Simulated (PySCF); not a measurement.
**Telling isomers of C₅H₈O₄ apart by NMR**

- shielding tensors at PBE0/pcSseg-1 (GIAO)
- GFN2-xTB geometry
- run in PySCF 2.14.0 with density-fitted response routines
- relativity neglected, in vacuum, one conformer, fast rotation and ring inversion assumed for equivalent nuclei

Shifts are taken against calculated references (same method and geometry level): 1H and 13C against TMS. Where no couplings were computed, multiplicities follow the n + 1 count of equivalent neighbours, and m marks all less simple cases (inequivalent or close neighbours, rings, F or P nearby). Shifts are as computed. Against solution values, carbons near 30 ppm lie about +3 ppm off and those near 130 ppm about +5 ppm. Of 1211 compounds with measured shifts, 218 miss one by over three times the rms of a fit or turn the order of signals round; such compounds aren't used in these exercises.

(1) Tabulate the signals of `COC(=O)[C@@H](C)OC=O`, `COC(=O)OC1COC1` and their relative energies.

(2) What is the quickest way to tell COC(=O)[C@@H](C)OC=O from COC(=O)OC1COC1?

## Answers

(1) 
| SMILES | carbon types | δC | δH | E rel. (kcal/mol) |
| --- | --- | --- | --- | --- |
| COC(=O)[C@@H](C)OC=O | 1×C 2×CH 2×CH3 | 178.9, 165.9, 74.7, 53.0, 18.8 | 8.06 (s, 1H), 4.70 (q, 1H), 4.05 (s, 3H), 1.54 (d, 3H) | 0.0 |
| COC(=O)OC1COC1 | 1×C 1×CH 2×CH2 1×CH3 | 161.9, 80.7, 71.6, 55.8 | 6.13 (m, 1H), 4.98 (m, 2H), 4.98 (m, 2H), 4.07 (s, 3H) | 28.6 |

Energies are electronic energies at PBE0/pcSseg-1 on these geometries, without zero-point or thermal terms, each for the one conformer computed, which needn't be the lowest.

(2) Count the carbon signals: 5 against 4. The first has an ester carbonyl carbon (CH) at 165.9 ppm, the second an sp3 CH2 bonded to O at 80.7 ppm. Their most deshielded carbons lie at 178.9 and 161.9 ppm. In the proton spectra the most deshielded non-exchanging signals are 8.06 (s, 1H) and 6.13 (m, 1H).
